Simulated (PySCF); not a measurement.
H2Sn, SMILES [SnH2+], charge +1, multiplicity 2.

Geometry optimised at PBE-D3(BJ)/def2-TZVPD. The def2 effective core potentials stand for the cores of Sn; spin–orbit coupling is left out.

Computed with TDA-LC-ωPBE/def2-TZVPD run with PySCF 2.14.0.

Vertical excitations. 

Computed UV-visible absorptions:
```csv
state,energy (eV),λ (nm),f,main pairs
root 1,2.17,572,0.008,α HOMO→LUMO 98 %
root 2,3.90,318,0.016,β HOMO→LUMO 94 %
root 3,4.56,272,0.000,"α HOMO−1→LUMO 18 %, β HOMO→LUMO+1 80 %"
root 4,5.35,232,0.000,"α HOMO−1→LUMO 80 %, β HOMO→LUMO+1 18 %"
root 5,5.93,209,0.013,α HOMO→LUMO+1 90 %
root 6,6.90,180,0.076,"α HOMO→LUMO+2 68 %, β HOMO→LUMO+2 23 %"
root 7,7.64,162,0.039,"α HOMO−1→LUMO+1 40 %, α HOMO→LUMO+2 21 %, β HOMO→LUMO+2 31 %"
root 8,8.12,153,0.058,"α HOMO−1→LUMO+2 18 %, α HOMO→LUMO+1 6 %, β HOMO−1→LUMO 56 %"
root 9,8.42,147,0.000,"α HOMO−2→LUMO 29 %, α HOMO→LUMO+6 8 %, β HOMO−1→LUMO+1 53 %"
root 10,8.89,140,0.174,α HOMO→LUMO+3 91 %
```
Unrestricted roots are not spin-pure.
